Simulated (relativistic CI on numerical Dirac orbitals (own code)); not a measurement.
Method of calculation: Dirac-Coulomb-Breit CI, orbitals from a KLI potential per configuration, model QED (radiative potential, 1s self-energy scaled to tabulated hydrogen-like ionisation energies), unscaled Slater integrals (own radial code, finite nucleus).

The strongest absorption lines from the ground level of an ion, among the configurations computed and to levels below about 11300 eV (vacuum wavelength in Å, gf): 1.0998 (0.047), 1.1041 (0.027), 1.2217 (0.11), 1.2320 (0.065), 1.6063 (0.41), 1.6497 (0.27), 14.968 (0.19), 84.637 (0.015).

(1) Which ion is it?
A. Sm59+
B. La54+
C. Ho64+
D. Hf69+

Results:

(1) A. Sm59+ has 3 electrons and the ground level 2s 2S_1/2; the strongest line goes to 3p 2P°_3/2. The pattern of lines fixes the number of electrons, and along that sequence the line energies rise steadily with the charge (about as its square where n changes within one kind of shell, about linearly where n is kept but much faster in heavy ions where fine structure, which grows about as Z⁴, sets the gap, and irregularly where shells cross), which fixes Z. Configurations outside the model, such as inner-shell arrays, can give stronger lines. At this charge energies of transitions that change n are usually good to better than 1 %, and those within a shell (Δn = 0) to a few per cent.
